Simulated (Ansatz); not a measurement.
Coupled-cluster run, `[F][Ga-]1([F])[O]C=CC=[O+]1`.

```yaml
crystal:
  periodic: [false, false, false]
  atoms:
    - {symbol: F, position_ang: [-0.787123, -2.075626, 2.084339]}
    - {symbol: Ga, position_ang: [0.431559, -1.075286, 1.340965]}
    - {symbol: F, position_ang: [2.069043, -1.144581, 1.934171]}
    - {symbol: O, position_ang: [-0.158987, 0.727368, 1.310034]}
    - {symbol: C, position_ang: [-0.422934, 1.342339, 0.232685]}
    - {symbol: C, position_ang: [-0.332422, 0.843492, -1.060411]}
    - {symbol: C, position_ang: [0.077638, -0.449636, -1.358416]}
    - {symbol: O, position_ang: [0.421721, -1.351678, -0.535938]}
    - {symbol: H, position_ang: [-0.755667, 2.376504, 0.363472]}
    - {symbol: H, position_ang: [-0.594576, 1.497771, -1.879777]}
    - {symbol: H, position_ang: [0.117147, -0.747666, -2.410524]}
basis:
  gaussian: {orbitals: def2-SVP}
correlation: {method: ccsd_t}
```

```sh
$ ansatz run in.yaml --threads 4 --pin off --events-out ev --progress --plain --max-ram 11315MiB
```

The program prints (abridged):

```
Functional definition: HF
1418 factors; integrals over basis functions are off by at most 1.3e-3 eV
mean field evaluation 1: about -64940.9909 eV, gradient 5.2e1 eV
mean field evaluation 2: about -64941.1209 eV, gradient 5.2e1 eV
mean field evaluation 4: about -64946.3998 eV, gradient 4.3e0 eV
mean field evaluation 8: about -64946.4643 eV, gradient 1.5e-1 eV
mean field -64946.46440697 eV, -2386.7385446616 hartree, gradient 8.9e-7 eV, S^2 0.000000; 0 other end points of the search recorded, 0 dependent functions left out
16 core orbitals not correlated: weight in the atoms' cores, before any rotation towards them, 1.000 or more for the frozen orbitals, at most 0.000 for the correlated occupied ones
reference -64946.46440697 eV, -2386.7385446616 hartree; 27, 27 occupied and 102, 102 virtual orbitals, 1418 factors
second order -35.86213708 eV of doubles, -0.00000000 eV of singles
cycle   1  -35.02682117 eV  change    8.4e-1 eV  update   1.7e-1
cycle   2  -36.03030886 eV  change    -1.0e0 eV  update   5.0e-2
cycle   3  -36.27416858 eV  change   -2.4e-1 eV  update   3.0e-2
cycle   4  -36.25756029 eV  change    1.7e-2 eV  update   8.3e-3
cycle   5  -36.24597102 eV  change    1.2e-2 eV  update   4.2e-3
cycle   6  -36.24766195 eV  change   -1.7e-3 eV  update   1.3e-3
cycle   7  -36.24792453 eV  change   -2.6e-4 eV  update   5.5e-4
cycle   8  -36.24767584 eV  change    2.5e-4 eV  update   1.7e-4
cycle   9  -36.24768531 eV  change   -9.5e-6 eV  update   6.2e-5
cycle  10  -36.24777702 eV  change   -9.2e-5 eV  update   2.3e-5
cycle  11  -36.24774663 eV  change    3.0e-5 eV  update   8.1e-6
perturbative correction -1.09903958 eV, -0.0403889598 hartree
Total energy: -64983.81119319 eV, -2388.1110137405 hartree
```

Hardware: 4 threads of an Intel Xeon 6975P-C on a shared host. Wall time 14 s, peak host memory 1.4 GiB.

Correlation energy per correlated electron: -0.692 eV. T1 diagnostic: 0.0175.
